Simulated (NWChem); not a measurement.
System meant: GaSiH3Cl2; SMILES [SiH3][Ga]([Cl])[Cl]

NWChem input:

```
start job
memory heap 200 mb stack 900 mb global 1100 mb
geometry units angstroms noautoz
  Ga    -0.004181     0.014834     0.010813
  Cl    -1.804195     1.222170    -0.012904
  Cl     1.815763     1.192533    -0.013308
  Si    -0.010696    -2.387099     0.022265
  H      1.118933    -2.884888     0.878097
  H      0.188021    -2.854005    -1.393623
  H     -1.325892    -2.890740     0.542981
end
basis spherical
  * library def2-svp
end
dft
  odft
  mult 2
  xc xpbe96 cpbe96
  iterations 150
  mulliken
end
task dft energy
```

End of the output:

```
 Summary of "ao basis" -> "" (spherical)
 ------------------------------------------------------------------------------
       Tag                 Description            Shells   Functions and Types
 ---------------- ------------------------------  ------  ---------------------
 *                          def2-svp                  on all atoms

  pbe96 is a nonlocal functional; adding pw91lda local functional.

                                 NWChem DFT Module
                                 -----------------

 Summary of "ao basis" -> "ao basis" (spherical)
 ------------------------------------------------------------------------------
       Tag                 Description            Shells   Functions and Types
 ---------------- ------------------------------  ------  ---------------------
 Ga                         def2-svp                12       32   5s4p3d
 Cl                         def2-svp                 8       18   4s3p1d
 Si                         def2-svp                 8       18   4s3p1d
 H                          def2-svp                 3        5   2s1p

 Summary of "ao basis" -> "ao basis" (spherical)
 ------------------------------------------------------------------------------
       Tag                 Description            Shells   Functions and Types
 ---------------- ------------------------------  ------  ---------------------
 Ga                         def2-svp                12       32   5s4p3d
 Cl                         def2-svp                 8       18   4s3p1d
 Si                         def2-svp                 8       18   4s3p1d
 H                          def2-svp                 3        5   2s1p

  number of electrons :                   82
  multiplicity        :                    2
 ------------------------------------------------------------------------
  no. of electrons and multiplicity not compatible                  82
 ------------------------------------------------------------------------
 ------------------------------------------------------------------------
  current input line :
    22: task dft energy
 ------------------------------------------------------------------------
 ------------------------------------------------------------------------
 There is an error in the input file
 ------------------------------------------------------------------------
 For more information see the NWChem manual at https://nwchemgit.github.io

0: no. of electrons and multiplicity not compatible:Received an Error in Communication
```

Q: Find the fault in this run and fix the input.

A: The program refused the input. Cause: the multiplicity doesn't fit the number of electrons (an even count wants an odd multiplicity, and the reverse). This input runs:
```
start job
memory heap 200 mb stack 900 mb global 1100 mb
geometry units angstroms noautoz
  Ga    -0.004181     0.014834     0.010813
  Cl    -1.804195     1.222170    -0.012904
  Cl     1.815763     1.192533    -0.013308
  Si    -0.010696    -2.387099     0.022265
  H      1.118933    -2.884888     0.878097
  H      0.188021    -2.854005    -1.393623
  H     -1.325892    -2.890740     0.542981
end
basis spherical
  * library def2-svp
end
dft
  xc xpbe96 cpbe96
  iterations 150
  mulliken
end
task dft energy
```
It converges to -3135.21018 Ha (PBE/def2-SVP).
